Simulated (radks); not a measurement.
Results of a calculation; reference values are marked as such.
Charge is removed step by step from the 3d level of the tungsten ion W53+, starting from [Ar] 3d3. Level of theory: scalar-relativistic Kohn-Sham, r2SCAN, spin-unpolarised, spherical densities, finite nucleus; meta-GGA in the generalised Kohn-Sham scheme; Fermi nuclear charge, rms radius 5.3658 fm (a radial shooting solver on a logarithmic mesh with Libxc functionals).

| removed (e) | E - E(0) (eV) | eigenvalue (eV) | E minus straight line (eV) |
|---|---|---|---|
| 0 | 0.000 | -4950.6 | 0.000 |
| 0.125 | 619.62 | -4967.8 | -7.510 |
| 0.25 | 1241.4 | -4984.9 | -12.880 |
| 0.375 | 1865.3 | -5002.1 | -16.106 |
| 0.5 | 2491.3 | -5019.2 | -17.186 |
| 0.625 | 3119.5 | -5036.4 | -16.118 |
| 0.75 | 3749.9 | -5053.7 | -12.899 |
| 0.875 | 4382.4 | -5070.9 | -7.527 |
| 1 | 5017.0 | -5088.1 | 0.000 |

Removing the whole electron costs 5017.0 eV by Delta-SCF, against 4950.6 eV from minus the eigenvalue at the starting occupation. Slater's transition state (half an electron removed) gives 5019.2 eV. Integrating minus the eigenvalue over the occupation (Janak's theorem) gives 5019.3 eV. In this scalar-relativistic scheme the density is built from large components alone, so the theorem holds only approximately. The mean slope of the eigenvalue, de/dn, is 138 eV per electron. Ionisation energy of W53+ in the NIST Atomic Spectra Database: 5063 eV (semi-empirical).

Beside tabulated values, note that spin-unpolarised runs miss the spin-polarisation part of the exchange energy of open shells.
